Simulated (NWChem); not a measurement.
All runs are NWChem calculations. System: H₅AlFN, charge 1, spin multiplicity 2, at the geometry of a parent with another charge or spin, in a state set for the comparison that need not be this species' ground state. Its SCF solution wasn't tested for a lower state. Level: ROCCSD(T)/pcseg-1, 7 core orbitals frozen.

Part of the output:

```
             Northwest Computational Chemistry Package (NWChem) 7.3.0
             --------------------------------------------------------

                                NWChem Input Module
                                -------------------

 Scaling coordinates for geometry "geometry" by  1.889725989
 (inverse scale =  0.529177249)

                             Geometry "geometry" -> ""
                             -------------------------

 Output coordinates in angstroms (scale by  1.889725989 to convert to a.u.)

  No.       Tag          Charge          X              Y              Z
 ---- ---------------- ---------- -------------- -------------- --------------
    1 Al                  13.0000    -0.41403100    -0.17809300     0.54125900
    2 H                    1.0000     0.32228800    -1.01681500     1.68648700
    3 H                    1.0000    -1.93539400    -0.46647900     0.14202100
    4 F                    9.0000     0.09062800     1.42797500     0.37632400
    5 N                    7.0000     0.56318300    -0.87194700    -1.13337900
    6 H                    1.0000     0.22699900    -0.38835900    -1.96820600
    7 H                    1.0000     0.44519800    -1.87425200    -1.28922600
    8 H                    1.0000     1.56538200    -0.68702900    -1.06070000

 Effective nuclear repulsion energy (a.u.)     111.9789627708

            Nuclear Dipole moment (a.u.)
            ----------------------------
        X                 Y               Z
 ---------------- ---------------- ----------------
     0.0000056692     0.0000056692     0.0000113384


 Summary of "ao basis" -> "" (spherical)
 ------------------------------------------------------------------------------
       Tag                 Description            Shells   Functions and Types
 ---------------- ------------------------------  ------  ---------------------
 *                          pcseg-1                   on all atoms

 Summary of "ao basis" -> "ao basis" (spherical)
 ------------------------------------------------------------------------------
       Tag                 Description            Shells   Functions and Types
 ---------------- ------------------------------  ------  ---------------------
 Al                         pcseg-1                  8       18   4s3p1d
 H                          pcseg-1                  3        5   2s1p
 F                          pcseg-1                  6       14   3s2p1d
[...]
        EOM-threshold :  0.10D-05
 no EOMCCSD initial starts read in
 TCE RESTART OPTIONS
 SLICE:      F
 D4D5:       F
 quantumc:   F
 qrotation:  F
 pwtce:      F
 qducc:      F
 nacto:                         0
 nrotv:                         0
 nrot:                          0

            Memory Information
            ------------------
          Available GA space size is     249026718 doubles
          Available MA space size is     104851652 doubles

 Maximum block size supplied by input
 Maximum block size        24 doubles

 tile_dim =     18

 -------------------------------------------------

 Global array virtual files algorithm will be used

 Parallel file system coherency ......... OK

 4-electron integrals stored in orbital form

 v2    file size   =          3673414
 4-index algorithm nr.  13 is used
 imaxsize =       30
 imaxsize ichop =        0


CCSD iterations
 ---------------------------------------------------------
 Iter          Residuum       Correlation     Cpu    Wall
 ---------------------------------------------------------
    1   0.1797140720624  -0.4330117232193     1.1     1.1
    2   0.0818982663003  -0.4481418119230     1.1     1.1
    3   0.1672156575149  -0.4536512984493     1.1     1.1
    4   0.2874479842809  -0.4616840036575     1.1     1.1
    5   0.5904108810764  -0.4530699014596     1.1     1.1
    6   0.0148915384181  -0.4597478749704     1.1     1.1
    7   0.0254135798575  -0.4605684483548     1.2     1.2
    8   0.0220811046184  -0.4617381546970     1.2     1.2
    9   0.0627423727565  -0.4617632004025     1.1     1.1
   10   0.1088571138094  -0.4634016283013     1.2     1.2
   11   0.0032973718155  -0.4644389601502     1.2     1.2
   12   0.0052795198215  -0.4643776090108     1.1     1.1
   13   0.0066212614406  -0.4643404894246     1.1     1.1
   14   0.0162226452444  -0.4643876940668     1.1     1.1
   15   0.0313738733440  -0.4643699537718     1.1     1.1
   16   0.0005108300427  -0.4643704649143     1.1     1.1
   17   0.0014108817768  -0.4643988278063     1.1     1.1
   18   0.0017269936393  -0.4644452929451     1.1     1.1
   19   0.0044031783301  -0.4644366479552     1.0     1.0
   20   0.0083930776574  -0.4645065302543     1.1     1.1
   21   0.0001157126031  -0.4645215472833     1.1     1.1
   22   0.0001714064993  -0.4645165386914     1.1     1.1
   23   0.0002021878179  -0.4645203038613     1.1     1.1
   24   0.0005159100950  -0.4645191873687     1.1     1.1
   25   0.0009936703110  -0.4645242076943     1.0     1.0
   26   0.0000194169437  -0.4645230897659     1.1     1.1
   27   0.0000406507168  -0.4645245247830     1.1     1.1
   28   0.0000502794590  -0.4645259515238     1.1     1.1
   29   0.0001467063019  -0.4645261072786     1.1     1.1
   30   0.0004793725924  -0.4645278340617     1.1     1.1
   31   0.0000066319137  -0.4645277681247     1.0     1.0
   32   0.0000129836455  -0.4645278599899     1.0     1.0
   33   0.0000176567708  -0.4645280773224     1.1     1.1
   34   0.0000655586432  -0.4645280278184     1.0     1.0
   35   0.0002861953119  -0.4645285839212     1.1     1.1
   36   0.0000021856877  -0.4645282463087     1.0     1.0
   37   0.0000050300896  -0.4645283782714     1.0     1.0
   38   0.0000096301438  -0.4645285617836     1.0     1.0
   39   0.0000439980309  -0.4645285489278     1.0     1.0
   40   0.0002212182438  -0.4645287886470     1.0     1.0
   41   0.0000008472097  -0.4645286883840     1.1     1.1
 -----------------------------------------------------------------
 Iterations converged
 CCSD correlation energy / hartree =        -0.464528688384022
 CCSD total energy / hartree       =      -398.852122139951291

 Singles contributions
    17a   (beta ) ---    16a   (beta )        0.3830495381

 Doubles contributions
 CCSD(T)
 Using plain CCSD(T) code
             total no. of tasks          192
 total no. of tasks / no. procs          192
                         wl_min          729           3.0
                         wl_max      4251528          12.7
        thresh for no. of tasks          192

 CCSD[T]  correction energy / hartree =        -0.010978766273358
 CCSD[T] correlation energy / hartree =        -0.475507454657380
 CCSD[T] total energy / hartree       =      -398.863100906224645
 CCSD(T)  correction energy / hartree =        -0.009136236228819
 CCSD(T) correlation energy / hartree =        -0.473664924612841
 CCSD(T) total energy / hartree       =      -398.861258376180103

 Task  times  cpu:      145.1s     wall:      145.1s

 Total times  cpu:      145.2s     wall:      145.2s
```

**Question.** Write an NWChem input that would produce this output.

**Answer.** Several could match; the one computed here: 
```
start mol
memory heap 100 mb stack 700 mb global 1900 mb
charge 1
geometry units angstroms nocenter noautoz noautosym
  Al    -0.414031    -0.178093     0.541259
  H      0.322288    -1.016815     1.686487
  H     -1.935394    -0.466479     0.142021
  F      0.090628     1.427975     0.376324
  N      0.563183    -0.871947    -1.133379
  H      0.226999    -0.388359    -1.968206
  H      0.445198    -1.874252    -1.289226
  H      1.565382    -0.687029    -1.060700
end
basis spherical
  * library pcseg-1
end
scf
  rohf
  nopen 1
  maxiter 100
  thresh 1e-7
  semidirect memsize 60000000 filesize 0
  # guess.movecs holds the orbitals of an unrestricted PBE0 run
  vectors input guess.movecs swap 16 17 output mol.movecs
end
tce
  freeze core 7
  ccsd(t)
  2eorb
  2emet 13
  thresh 1e-6
  maxiter 100
  tilesize 24
end
task tce energy
```
